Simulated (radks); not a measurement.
Species: Ir47+. Configuration: [Ar] 3d10 4s2. Method: non-relativistic Kohn-Sham, LB94 model potential, spin-polarised, spherical densities, point nucleus; relativity is left out, which matters for an element this heavy; computed with a radial shooting solver on a logarithmic mesh with Libxc functionals.

Unscreened Slater integrals over Kohn-Sham orbitals (cm^-1). They are taken over the spin-up orbitals. Empty in this configuration: 4p.

F0(4s,4s): 495370
F0(4s,3d): 626460
G2(4s,3d): 56942
F0(4s,3p): 611800
G1(4s,3p): 63614
F0(4s,3s): 605430
G0(4s,3s): 47653
F0(4s,4p): 498610
G1(4s,4p): 333490
F0(3d,3d): 1167300
F2(3d,3d): 600590
F4(3d,3d): 387750
F0(3d,3p): 1068300
F2(3d,3p): 511330
G1(3d,3p): 538440
G3(3d,3p): 361300
F0(3d,3s): 1034200
G2(3d,3s): 383010
F0(3d,4p): 637170
F2(3d,4p): 185410
G1(3d,4p): 60386
G3(3d,4p): 61140
F0(3p,3p): 1009700
F2(3p,3p): 510310
F0(3p,3s): 981500
G1(3p,3s): 630180
F0(3p,4p): 621510
F2(3p,4p): 202100
G0(3p,4p): 53985
G2(3p,4p): 65753
F0(3s,3s): 958560
F0(3s,4p): 613870
G1(3s,4p): 54026
F0(4p,4p): 502340
F2(4p,4p): 260830
